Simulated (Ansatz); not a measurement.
Species: [Cd(Br)2] (charge 0, multiplicity 1), formula Br2Cd.

Task: How many basis functions does frozen-core CCSD(T)/def2-TZVPP // r2SCAN-D4/def2-SVP (Ansatz, an electronic-structure program) use, how many core orbitals are frozen, and how many electrons are correlated?

Result: 152 basis functions and 18 frozen orbitals, which leaves 54 correlated electrons. Core time is of the order of seconds.
